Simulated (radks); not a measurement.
Values are calculated unless marked as measured or tabulated.
Hg60+, 20 electrons, occupied as [Ar] 3d2 (the NIST ground configuration).

Code: a radial shooting solver on a logarithmic mesh with Libxc functionals. Model: scalar-relativistic Kohn-Sham, exchange-only LDA, spin-polarised, spherical densities, point nucleus; open shells are filled with parallel spins first (spin-orbit coupling, left out, can overturn this in heavy ions).

Energy parts (eV):
part                  energy
total             -432200.54
kinetic            496140.80
electron-nucleus  -974033.19
Hartree             50979.78
exchange            -5287.93

Orbitals (lengths in bohr, moments of r in powers of bohr; <r^-3> diverges for s and p1/2; r(90%) holds 90 % of the orbital's charge):
| orbital | occ. | eigenvalue (eV) | r(90%) | <r^-3> | <1/r> | <r^2> |
|---|---|---|---|---|---|---|
| 1s up | 1 | -87556.30 | 0.0304 | - | 97.59 | 0.0003809 |
| 1s down | 1 | -87555.91 | 0.0304 | - | 97.59 | 0.0003809 |
| 2s up | 1 | -19065.99 | 0.108 | - | 23.04 | 0.005717 |
| 2s down | 1 | -19053.20 | 0.108 | - | 23.06 | 0.005712 |
| 2p up | 3 | -17058.95 | 0.102 | 27130 | 20.40 | 0.004810 |
| 2p down | 3 | -17048.40 | 0.102 | 27160 | 20.41 | 0.004805 |
| 3s up | 1 | -7320.668 | 0.249 | - | 9.084 | 0.03334 |
| 3s down | 1 | -7306.002 | 0.249 | - | 9.071 | 0.03340 |
| 3p up | 3 | -6734.164 | 0.252 | 7225 | 8.321 | 0.03334 |
| 3p down | 3 | -6719.481 | 0.252 | 7201 | 8.309 | 0.03341 |
| 3d up | 2 | -6221.168 | 0.230 | 915.7 | 7.833 | 0.02628 |
| 3d down | 0 | -6202.890 | 0.231 | 914.2 | 7.826 | 0.02635 |
| 4s up | 0 | -3798.716 | 0.457 | - | 4.712 | 0.1185 |
| 4s down | 0 | -3793.319 | 0.458 | - | 4.705 | 0.1187 |
| 4p up | 0 | -3564.570 | 0.469 | 2789 | 4.406 | 0.1231 |
| 4p down | 0 | -3559.271 | 0.469 | 2781 | 4.400 | 0.1234 |

The highest occupied level is 3d up at -6221.2 eV. For comparison, the ionisation energy in NIST's Atomic Spectra Database is 6356 eV (theoretical). In exact Kohn-Sham theory the highest level is minus the ionisation energy, but local and semilocal functionals leave it too shallow, through self-interaction and a potential that decays too fast; potentials with the right tail come closer.
